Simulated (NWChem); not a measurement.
# Total energies of CF₂

```xyz
3

F      1.0291     0.0000    -0.1980
C      0.0000     0.0000     0.5940
F     -1.0291     0.0000    -0.1980
```
Charge 0, spin multiplicity 1.

Program: NWChem. The geometry was optimised at B3LYP/def2-SVP, a minimum by its harmonic frequencies.

Basis set: def2-SVP (42 functions).

```csv
method,total energy (Ha)
RHF,-236.46726
MP2,-236.94580
B2PLYP,-237.32815
PBE,-237.28288
B3LYP,-237.51149
PBE0,-237.27739
CCSD(T),-236.97169
```

Total energies of different functionals aren't comparable as a measure of quality: only differences taken within one method are. 

The correlated methods keep 3 core orbitals frozen. B3LYP has NWChem's definition, with VWN1-RPA local correlation. The structure started from a generated list of species. Coupled-cluster values serve here as a point of comparison, not as the truth.
